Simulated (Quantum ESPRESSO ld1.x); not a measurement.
Q: These are the eigenvalues of the occupied orbitals of an atom or ion with whole-number occupations (Ry). Calculated with ld1.x of Quantum ESPRESSO 7.5: scalar-relativistic Kohn-Sham, LDA (Slater exchange, VWN5 correlation), spin-polarised, spherical densities, point nucleus.

orbital  eigenvalue
1s up      -1889.75
1s down    -1889.72
2s up      -303.664
2s down    -303.645
2p up      -275.709
2p down    -275.684
3s up      -78.6950
3s down    -78.6610
3p up      -69.4899
3p down    -69.4525
3d up      -55.0415
3d down    -55.0048
4s up      -31.9949
4s down    -31.8004
4p up      -28.8398

Which element is it, and in what charge state? The configuration may be excited. Open shells, if any, are filled with parallel spins first.

A: Z = 47, silver, charge +16: Ag16+ in [Ar] 3d10 4s2 4p1. The list shows which subshells hold electrons but not how many an open one holds; the 1s level, -944.88 hartree, gives Z - s = 43.5 by -(Z - s)^2/2, which with screening and relativity narrows Z to a few neighbours, and the depths of the outer levels then fix element, charge and occupations together.
